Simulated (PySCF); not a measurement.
**Structure revision by computed shifts**

A compound C$_{3}$H$_{9}$OPSi gives the data below (simulated from a calculation) and was assigned the structure `O=[P@H]1C[C@@H]([SiH3])C1`.

13C{1H} NMR (computed): δ 38.1 (CH2), 34.6 (CH), 11.8 (CH2).

1H NMR (400 MHz, computed): δ 7.65 (m, 1H), 4.05 (m, 3H), 2.67 (m, 1H), 2.39 (m, 1H), 2.28 (m, 1H), 1.65 (m, 1H), 1.60 (m, 1H).

Calculated, not measured (PySCF 2.14): GFN2-xTB geometry, shielding tensors at PBE0/pcSseg-1 (GIAO). Non-relativistic, rapidly exchanging positions averaged, gas phase, one conformer.

Referencing at the same level of theory: 1H (31.72 ppm), 13C (186.93 ppm) vs TMS.

Q: Compare with the shifts computed for the proposed structure, pairing carbons in order of shift.

A: Atom-mapped SMILES (the numbers label the heavy atoms): `[O:1]=[P@H:2]1[CH2:3][C@@H:4]([SiH3:5])[CH2:6]1`; H(Xn) means a hydrogen on atom n.

| atom | computed for proposal | given list | difference |
| --- | --- | --- | --- |
| C3 | 43.3 | 38.1 | +5.2 |
| C6 | 43.3 | 34.6 | +8.7 |
| C4 | 1.5 | 11.8 | -10.3 |

The rms difference is 8.3 ppm and the largest -10.3 ppm at C4 (sp3 CH bonded to Si). The proposal also would give 2 carbon signals, not 3. The carbon types in order of shift don't match either: CH2, CH2, CH for the proposal against CH2, CH, CH2 in the data. The proposal doesn't fit.

Q: Which isomer fits?

A: `O=[P@@H]1CC[C@@H]1[SiH3]`.

1. δC 34.6: sp3 CH bonded to P and Si.
2. δC 11.8: sp3 CH2 in a ring; aliphatic region, no heteroatom directly attached.
3. δH 2.67, 2.39: hydrogen on an sp3 CH2 bonded to P.
4. δH 1.65, 1.60: hydrogen on an sp3 CH2 in a ring.

This is the structure that produced the data.

Splittings by 31P in the carbon and heteronuclear signals aren't shown, as no couplings were computed. Shifts are as computed. Against solution values, carbons near 30 ppm lie about +3 ppm off and those near 130 ppm about +5 ppm. Of 1211 compounds with measured shifts, 218 miss one by over three times the rms of a fit or turn the order of signals round; such compounds aren't used in these exercises. Multiplicities follow the n + 1 count of equivalent neighbours, as no J values were calculated; m marks all less simple cases, F and P coupling included.
